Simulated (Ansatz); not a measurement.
**Cost against result**

Saddle point of CH5ClSn, closed shell (CH₅ClSn ([CH3][SnH2][Cl]) → CH₄Sn ([CH2][SnH2]) + HCl; bonds formed: Cl2–H4; bonds broken: Sn1–Cl2, C3–H4), PBE0-D4/def2-TZVP structure:

| atom | x (Å) | y (Å) | z (Å) |
| --- | --- | --- | --- |
| Sn1 | 0.4112 | -0.0698 | 1.1824 |
| Cl2 | -2.3127 | 0.3886 | -1.0270 |
| C3 | 0.6487 | -0.1079 | -0.7922 |
| H4 | -0.8769 | 0.1477 | -0.9858 |
| H5 | 0.2941 | 1.3758 | 2.0642 |
| H6 | -0.1601 | -1.4035 | 2.0633 |
| H7 | 0.8483 | -1.0701 | -1.2532 |
| H8 | 1.1475 | 0.7393 | -1.2517 |

Barriers are electronic and count from the start structure reached by relaxing down the imaginary mode.

Ansatz 0.2.0; basis: as named in each row; cores frozen in the correlated methods. Filled d shells of the heavier atoms are correlated. Core potentials replace the inner electrons of the atoms past krypton. The def2 sets are not built for correlating such inner shells, so the correlated values are less sure here. B3LYP uses VWN-RPA correlation. Extrapolation: Hartree–Fock as exp(−7.88 √X), correlation as X^−2.97.

Times are rough, for one single point on 4 threads of a shared host (Intel Xeon).

The estimate by CCSD(T) at an estimated basis limit (MP2 extrapolated from triple and quadruple zeta, plus CCSD(T) − MP2 in triple zeta) is 322.1 kJ/mol.

| method | basis | time (s) | barrier (kJ/mol) | method less estimate |
| --- | --- | --- | --- | --- |
| SPW92 | def2-SVP | 1 | 281.0 | -41.1 |
| PBE-D4 | def2-SVP | 2 | 283.5 | -38.5 |
| PBE0-D4 | def2-SVP | 3 | 314.9 | -7.2 |
| SPW92 | def2-TZVPP | 3 | 274.7 | -47.3 |
| PBE-D4 | def2-TZVPP | 4 | 279.6 | -42.4 |
| BLYP-D4 | def2-TZVPP | 4 | 276.3 | -45.8 |
| PBE0-D4 | def2-TZVPP | 5 | 310.5 | -11.6 |
| BHLYP-D4 | def2-TZVPP | 5 | 338.6 | 16.6 |
| B3LYP-D4 | def2-TZVPP | 5 | 302.9 | -19.2 |
| r2SCAN-D4 | def2-TZVPP | 6 | 303.7 | -18.3 |
| CAM-B3LYP-D4 | def2-TZVPP | 6 | 323.4 | 1.3 |
| wB97M-V | def2-SVP | 6 | 335.3 | 13.2 |
| r2SCAN0-D4 | def2-TZVPP | 6 | 323.6 | 1.5 |
| CCSD(T) | def2-SVP | 7 | 328.0 | 6.0 |
| B97M-V | def2-TZVPP | 11 | 317.1 | -4.9 |
| wB97X-V | def2-TZVPP | 11 | 337.7 | 15.6 |
| B2PLYP | def2-TZVPP | 11 | 312.0 | -10.0 |
| PBE-QIDH | def2-TZVPP | 11 | 329.4 | 7.3 |
| RPA on PBE | def2-TZVPP | 11 | 311.9 | -10.2 |
| wB97M-V | def2-TZVPP | 12 | 329.9 | 7.9 |
| MP2 | def2-QZVPP | 30 | 318.7 | -3.3 |
| CCSD(T) | def2-TZVPP | 79 | 318.6 | -3.4 |

All methods are single points on the PBE0-D4 structures.

The T1 diagnostic stays at or below 0.020. The restricted Hartree–Fock reference is unstable towards an unrestricted one at one or more of these structures.

Labels in which every atom is bracketed show which atoms are joined, not bond orders.
